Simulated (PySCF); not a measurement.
Compound: C₄H₁₂Si.
Bonds: C1–Si2, Si2–C3, Si2–C4, Si2–C5. Hydrogens: H6, H7, H8 on C1; H9, H10, H11 on C3; H12, H13, H14 on C4; H15, H16, H17 on C5.

Level of theory: PySCF, PBE0-D3(BJ)/def2-SVP geometry optimisation, gas phase.

**Question.** What internal coordinates does the optimisation give?

**Answer.** 
| bond | length (bohr) | order |
| --- | --- | --- |
| C1–Si2 and 3 like bonds | 3.561 | single |
| C1–H6 and 11 like bonds | 2.082 | single |

Bonds in one row agree within 0.02 bohr and their mean is given. Orders are formal, as drawn. A selection of angles:
| angle | degrees |
| --- | --- |
| Si2–C1–H6 | 111.4 |
| H6–C1–H7 | 107.9 |
| C1–Si2–C3 | 109.4 |

Si2 (four-coordinate silicon) is tetrahedral (angles from 109.4° to 109.6°). All 4 C–Si bonds measure 1.884 to 1.885 Å.

Point group: Td (every atom within 0.08 Å of its image). Stationary, but not proved a minimum.

Time: 54 s wall; peak memory 0.64 GiB. Hardware: one thread, Arm Neoverse V2 (aarch64), no GPU, shared host. That covers the optimisation of the geometry.
